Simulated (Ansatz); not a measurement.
C$_{3}$H$_{9}$Al (SMILES [CH3][Al]([CH3])[CH3]), singlet, geometry from GFN2-xTB (such geometries of metal compounds can be far from the true shape); CCSD(T)/STO-3G run with Ansatz (a program for electronic structure).

Here is a job for Ansatz.
Ansatz 0.2 input:
```yaml
crystal:
  periodic: [false, false, false]
  atoms:
    - {symbol: Al, position_ang: [0.01377557, 0.00536366, 0.00111920]}
    - {symbol: C, position_ang: [-1.36712124, -1.42328928, -0.17712821]}
    - {symbol: H, position_ang: [-1.44959113, -1.80169766, -1.20166716]}
    - {symbol: H, position_ang: [-2.36933356, -1.07452599, 0.09435791]}
    - {symbol: H, position_ang: [-1.15117922, -2.28740004, 0.46050578]}
    - {symbol: C, position_ang: [-0.16027256, 1.69622682, -1.04309429]}
    - {symbol: H, position_ang: [0.69676512, 1.87264152, -1.70193712]}
    - {symbol: H, position_ang: [-0.23101461, 2.58097547, -0.40129179]}
    - {symbol: H, position_ang: [-1.05181885, 1.69770984, -1.67955486]}
    - {symbol: C, position_ang: [1.56875030, -0.25747259, 1.22286490]}
    - {symbol: H, position_ang: [2.24081454, 0.60750024, 1.22724421]}
    - {symbol: H, position_ang: [2.17645426, -1.12614197, 0.94751257]}
    - {symbol: H, position_ang: [1.26311707, -0.42359105, 2.26146089]}
basis:
  gaussian:
    orbitals: STO-3G
magnetization: {spin_polarized: false}
correlation: {method: ccsd_t, electrons: outside_noble_gas}
accuracy: high
```

It wrote (shortened):

```
Functional definition: HF
685 factors; integrals over basis functions are off by at most 1.9e-9 eV
mean field evaluation 1: about -9700.4224 eV, gradient 1.5e1 eV
mean field evaluation 2: about -9700.5339 eV, gradient 1.5e1 eV
mean field evaluation 4: about -9701.5121 eV, gradient 8.9e-1 eV
mean field evaluation 8: about -9701.5135 eV, gradient 2.9e-6 eV
mean field evaluation 16: about -9701.4157 eV, gradient 8.7e-1 eV
mean field -9701.51354910 eV, -356.5240470072 hartree, gradient 2.8e-8 eV, S^2 0.000000; 0 other end points of the search recorded, 0 dependent functions left out
8 core orbitals not correlated
reference -9701.51354910 eV, -356.5240470072 hartree; 12, 12 occupied and 13, 13 virtual orbitals, 685 factors
second order -5.06551520 eV of doubles, -0.00000000 eV of singles
cycle   1  -6.18180397 eV  change    -1.1e0 eV  update   7.8e-2
cycle   2  -6.72357676 eV  change   -5.4e-1 eV  update   2.9e-2
cycle   3  -6.75250678 eV  change   -2.9e-2 eV  update   4.8e-3
cycle   4  -6.75711526 eV  change   -4.6e-3 eV  update   1.5e-3
cycle   5  -6.75713578 eV  change   -2.1e-5 eV  update   3.1e-4
cycle   6  -6.75707601 eV  change    6.0e-5 eV  update   6.2e-5
cycle   7  -6.75708196 eV  change   -6.0e-6 eV  update   1.9e-5
cycle   8  -6.75708637 eV  change   -4.4e-6 eV  update   5.6e-6
cycle   9  -6.75708450 eV  change    1.9e-6 eV  update   1.8e-6
cycle  10  -6.75708319 eV  change    1.3e-6 eV  update   4.7e-7
cycle  11  -6.75708305 eV  change    1.4e-7 eV  update   1.3e-7
cycle  12  -6.75708298 eV  change    6.8e-8 eV  update   3.5e-8
cycle  13  -6.75708299 eV  change   -1.4e-8 eV  update   2.1e-8
cycle  14  -6.75708202 eV  change    9.7e-7 eV  update   1.4e-7
cycle  15  -6.75708174 eV  change    2.8e-7 eV  update   4.1e-8
cycle  16  -6.75708168 eV  change    6.3e-8 eV  update   1.1e-8
cycle  17  -6.75708167 eV  change    4.5e-9 eV  update   3.2e-9
cycle  18  -6.75708168 eV  change   -2.3e-9 eV  update  8.7e-10
cycle  19  -6.75708168 eV  change   -1.0e-9 eV  update  2.6e-10
perturbative correction -0.04501704 eV, -0.0016543459 hartree
Total energy: -9708.31564782 eV, -356.7740195246 hartree
```
